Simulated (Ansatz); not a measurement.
# Nudged elastic band run: CH₅AlB₂ClF

Input file:

```yaml
crystal:
  periodic: [false, false, false]
  atoms:
    - { symbol: B, position_ang: [-0.56844, -1.336758, 0.101263] }
    - { symbol: Al, position_ang: [-0.071771, 1.9957, 0.182505] }
    - { symbol: C, position_ang: [0.725931, 0.188603, 0.312726] }
    - { symbol: B, position_ang: [0.706722, -0.718434, -0.89171] }
    - { symbol: F, position_ang: [1.34096, -0.17398, 1.492227] }
    - { symbol: Cl, position_ang: [-0.929893, 2.84836, 1.940994] }
    - { symbol: H, position_ang: [-1.539289, -1.508474, -0.602368] }
    - { symbol: H, position_ang: [-0.613321, -1.608409, 1.271407] }
    - { symbol: H, position_ang: [-0.112933, 2.820779, -1.182369] }
    - { symbol: H, position_ang: [0.635002, -0.552823, -2.081931] }
    - { symbol: H, position_ang: [0.492332, -2.011364, -0.522043] }
basis:
  gaussian: { orbitals: def2-SVP }
hamiltonian:
  xc: blyp
  dispersion: d4
neb:
  order_check: false
  images: 7
  f_tol: 0.05
  max_iterations: 38
  initial_path: linear
  final_atoms:
    - { symbol: B, position_ang: [-0.60481406, -1.28174792, 0.09887901] }
    - { symbol: Al, position_ang: [-0.00105089, 1.95220919, 0.16927159] }
    - { symbol: C, position_ang: [0.90197377, 0.20520576, 0.31591387] }
    - { symbol: B, position_ang: [0.7065523, -0.6875151, -0.85475548] }
    - { symbol: F, position_ang: [1.43011067, -0.21081244, 1.49973543] }
    - { symbol: Cl, position_ang: [-1.02056074, 2.65364415, 1.89111054] }
    - { symbol: H, position_ang: [-0.66171026, -1.49665452, 1.27910408] }
    - { symbol: H, position_ang: [-1.57993526, -1.40153622, -0.61273495] }
    - { symbol: H, position_ang: [-0.18051711, 2.666261, -1.22962932] }
    - { symbol: H, position_ang: [0.62144573, -0.4727254, -2.03439353] }
    - { symbol: H, position_ang: [0.45380586, -1.9831285, -0.50180024] }
```

Launched with:

```bash
$ ansatz run input.yaml --threads 2 --pin off --max-ram 3072MiB --backend cpu --events-out ev --progress --plain --runs-dir out
```

Output, in part (warnings, iteration lines):

```
WARN: NEB end point (image 0): max|allowed force component| = 6.967e-1 eV/Å (the criterion of neb.relax_end_points is 1.000e-2). That is over neb.f_tol: it is no minimum, so the barrier can be far off. Relax it first
WARN: NEB end point (image 8): max|allowed force component| = 2.131e-1 eV/Å (the criterion of neb.relax_end_points is 1.000e-2). That is over neb.f_tol: it is no minimum, so the barrier can be far off. Relax it first
NEB iter   1: max|band force component| = 3.163e0 eV/Å  barrier→ = 2.4473 eV  barrier← = 2.4241 eV  Δτ_max = 0.2000 Å  (301 SCF iters)
NEB iter   2: max|band force component| = 1.349e0 eV/Å  barrier→ = 1.6086 eV  barrier← = 1.5853 eV  Δτ_max = 0.2000 Å  (238 SCF iters)
NEB iter   3: max|band force component| = 9.880e-1 eV/Å  barrier→ = 1.3989 eV  barrier← = 1.3756 eV  Δτ_max = 0.1961 Å  (244 SCF iters)
NEB iter   4: max|band force component| = 4.468e-1 eV/Å  barrier→ = 1.3084 eV  barrier← = 1.2852 eV  CI = image 4  Δτ_max = 0.2000 Å  (212 SCF iters)
NEB iter   5: max|band force component| = 4.196e-1 eV/Å  barrier→ = 1.2965 eV  barrier← = 1.2733 eV  CI = image 4  Δτ_max = 0.2000 Å  (218 SCF iters)
NEB iter   6: max|band force component| = 4.163e-1 eV/Å  barrier→ = 1.2571 eV  barrier← = 1.2339 eV  CI = image 4  Δτ_max = 0.2000 Å  (212 SCF iters)
NEB iter   7: max|band force component| = 2.638e-1 eV/Å  barrier→ = 1.2330 eV  barrier← = 1.2097 eV  CI = image 4  Δτ_max = 0.1994 Å  (212 SCF iters)
NEB iter   8: max|band force component| = 2.590e-1 eV/Å  barrier→ = 1.2114 eV  barrier← = 1.1882 eV  CI = image 4  Δτ_max = 0.1996 Å  (211 SCF iters)
NEB iter   9: max|band force component| = 4.313e-1 eV/Å  barrier→ = 1.1852 eV  barrier← = 1.1620 eV  CI = image 4  Δτ_max = 0.1009 Å  (208 SCF iters)
NEB iter  10: max|band force component| = 4.443e-1 eV/Å  barrier→ = 1.1427 eV  barrier← = 1.1195 eV  CI = image 4  Δτ_max = 0.1004 Å  (209 SCF iters)
NEB iter  11: max|band force component| = 4.152e-1 eV/Å  barrier→ = 1.0910 eV  barrier← = 1.0678 eV  CI = image 4  Δτ_max = 0.1000 Å  (213 SCF iters)
NEB iter  12: max|band force component| = 4.353e-1 eV/Å  barrier→ = 1.0546 eV  barrier← = 1.0314 eV  CI = image 4  Δτ_max = 0.1001 Å  (213 SCF iters)
NEB iter  13: max|band force component| = 5.369e-1 eV/Å  barrier→ = 1.0536 eV  barrier← = 1.0304 eV  CI = image 4  Δτ_max = 0.0502 Å  (211 SCF iters)
NEB iter  14: max|band force component| = 4.888e-1 eV/Å  barrier→ = 1.0441 eV  barrier← = 1.0208 eV  CI = image 4  Δτ_max = 0.0504 Å  (219 SCF iters)
NEB iter  15: max|band force component| = 3.805e-1 eV/Å  barrier→ = 1.0360 eV  barrier← = 1.0128 eV  CI = image 4  Δτ_max = 0.0503 Å  (216 SCF iters)
NEB iter  16: max|band force component| = 3.060e-1 eV/Å  barrier→ = 1.0321 eV  barrier← = 1.0089 eV  CI = image 4  Δτ_max = 0.0501 Å  (214 SCF iters)
NEB iter  17: max|band force component| = 3.900e-1 eV/Å  barrier→ = 1.0313 eV  barrier← = 1.0081 eV  CI = image 4  Δτ_max = 0.0507 Å  (215 SCF iters)
NEB iter  18: max|band force component| = 5.596e-1 eV/Å  barrier→ = 1.0309 eV  barrier← = 1.0076 eV  CI = image 4  Δτ_max = 0.0504 Å  (218 SCF iters)
NEB iter  19: max|band force component| = 6.906e-1 eV/Å  barrier→ = 1.0304 eV  barrier← = 1.0071 eV  CI = image 4  Δτ_max = 0.1012 Å  (211 SCF iters)
NEB iter  20: max|band force component| = 8.953e-1 eV/Å  barrier→ = 1.0300 eV  barrier← = 1.0068 eV  CI = image 4  Δτ_max = 0.1005 Å  (215 SCF iters)
NEB iter  21: max|band force component| = 7.273e-1 eV/Å  barrier→ = 1.0300 eV  barrier← = 1.0067 eV  CI = image 4  Δτ_max = 0.1004 Å  (213 SCF iters)
NEB iter  22: max|band force component| = 5.069e-1 eV/Å  barrier→ = 1.0299 eV  barrier← = 1.0067 eV  CI = image 4  Δτ_max = 0.0505 Å  (203 SCF iters)
NEB iter  23: max|band force component| = 3.047e-1 eV/Å  barrier→ = 1.0299 eV  barrier← = 1.0067 eV  CI = image 4  Δτ_max = 0.0500 Å  (216 SCF iters)
NEB iter  24: max|band force component| = 1.589e-1 eV/Å  barrier→ = 1.0299 eV  barrier← = 1.0067 eV  CI = image 4  Δτ_max = 0.1004 Å  (207 SCF iters)
NEB iter  25: max|band force component| = 4.263e-1 eV/Å  barrier→ = 1.0299 eV  barrier← = 1.0067 eV  CI = image 4  Δτ_max = 0.0501 Å  (205 SCF iters)
NEB iter  26: max|band force component| = 2.940e-1 eV/Å  barrier→ = 1.0299 eV  barrier← = 1.0067 eV  CI = image 4  Δτ_max = 0.0501 Å  (197 SCF iters)
NEB iter  27: max|band force component| = 1.960e-1 eV/Å  barrier→ = 1.0299 eV  barrier← = 1.0067 eV  CI = image 4  Δτ_max = 0.0502 Å  (195 SCF iters)
NEB iter  28: max|band force component| = 1.370e-1 eV/Å  barrier→ = 1.0299 eV  barrier← = 1.0067 eV  CI = image 4  Δτ_max = 0.0501 Å  (192 SCF iters)
NEB iter  29: max|band force component| = 1.154e-1 eV/Å  barrier→ = 1.0299 eV  barrier← = 1.0067 eV  CI = image 4  Δτ_max = 0.0501 Å  (190 SCF iters)
NEB iter  30: max|band force component| = 1.073e-1 eV/Å  barrier→ = 1.0299 eV  barrier← = 1.0067 eV  CI = image 4  Δτ_max = 0.0501 Å  (185 SCF iters)
NEB iter  31: max|band force component| = 1.139e-1 eV/Å  barrier→ = 1.0299 eV  barrier← = 1.0067 eV  CI = image 4  Δτ_max = 0.0501 Å  (181 SCF iters)
NEB iter  32: max|band force component| = 9.865e-2 eV/Å  barrier→ = 1.0299 eV  barrier← = 1.0067 eV  CI = image 4  Δτ_max = 0.0501 Å  (182 SCF iters)
NEB iter  33: max|band force component| = 1.073e-1 eV/Å  barrier→ = 1.0299 eV  barrier← = 1.0067 eV  CI = image 4  Δτ_max = 0.0501 Å  (170 SCF iters)
NEB iter  34: max|band force component| = 1.035e-1 eV/Å  barrier→ = 1.0299 eV  barrier← = 1.0067 eV  CI = image 4  Δτ_max = 0.1002 Å  (163 SCF iters)
NEB iter  35: max|band force component| = 1.450e-1 eV/Å  barrier→ = 1.0299 eV  barrier← = 1.0067 eV  CI = image 4  Δτ_max = 0.0498 Å  (172 SCF iters)
NEB iter  36: max|band force component| = 9.925e-2 eV/Å  barrier→ = 1.0299 eV  barrier← = 1.0067 eV  CI = image 4  Δτ_max = 0.0500 Å  (155 SCF iters)
NEB iter  37: max|band force component| = 1.543e-1 eV/Å  barrier→ = 1.0299 eV  barrier← = 1.0067 eV  CI = image 4  Δτ_max = 0.0499 Å  (168 SCF iters)
NEB iter  38: max|band force component| = 2.441e-1 eV/Å  barrier→ = 1.0299 eV  barrier← = 1.0067 eV  CI = image 4  Δτ_max = 0.1006 Å  (163 SCF iters)
Error: NEB band did not converge after 38 iterations: max|band force component| = 2.44e-1 eV/Å (threshold 5.0e-2); raise `neb.max_iterations` in a new run, which can start from the last band evaluated (`neb.initial_path`, with `crystal.atoms` and `neb.final_atoms` set to its first and last images), …
```

It did not converge within its limit. The band didn't meet its force threshold, so its energies are provisional: the largest band force was still 0.24 eV/Å, and over the last iterations the top stayed at 1.03 eV. Neighbouring images lie up to 1.6 Å apart, so the band is torn or far too coarse. The end points aren't both relaxed to the band's threshold either. Inner images lie below an end point, which means an intermediate or an end that isn't the lowest structure nearby.

Final band:

| image | path coordinate (Å) | energy (kcal/mol) |
| --- | --- | --- |
| 0 | 0.00 | 0.0 |
| 1 | 1.21 | 1.5 |
| 2 | 2.42 | 15.5 |
| 3 | 3.62 | 4.2 |
| 4 | 4.83 | 23.7 |
| 5 | 6.46 | 6.4 |
| 6 | 8.09 | -0.8 |
| 7 | 9.73 | -11.1 |
| 8 | 11.36 | 0.5 |

Time of the run: 9.5 min on 2 threads of AMD EPYC 7R43 64-Core Processor (Zen 3) (shared host), peak memory 0.17 GiB.
